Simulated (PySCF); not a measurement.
**Correlation energy of Bi (bismuth, neutral)**

[Xe] 4f14 5d10 6s1 6p4, high-spin 4P determinant (an excited configuration). All numbers are calculated (PySCF 2.14, the spin-free X2C one-electron Hamiltonian (Gaussian nucleus), in x2c-TZVPPall (11s7p6d3f, 83 functions)). Frozen: [Kr] 4d10 4f14; 23 electrons correlated.

```
  level  correlation energy (mhartree)
   CCSD                        -461.76
    (T)                         -18.75
CCSD(T)                        -480.51
```

Diagnostics: T1 = 0.013, D1 = 0.0738, largest double amplitude 0.187.

Spin-orbit coupling is strong in this species (close to jj coupling), so the high-spin LS determinant is a model state, not a physical level. A double-excitation amplitude exceeds 0.15, a sign of near-degeneracy.

Cost of the coupled-cluster step: of the order of 11 core-seconds, for 23 correlated electrons.

This basis was not built for core-valence correlation, so the inner-shell part is incomplete.

Spin-orbit coupling is strong in this species, so the high-spin LS determinant is a model state.
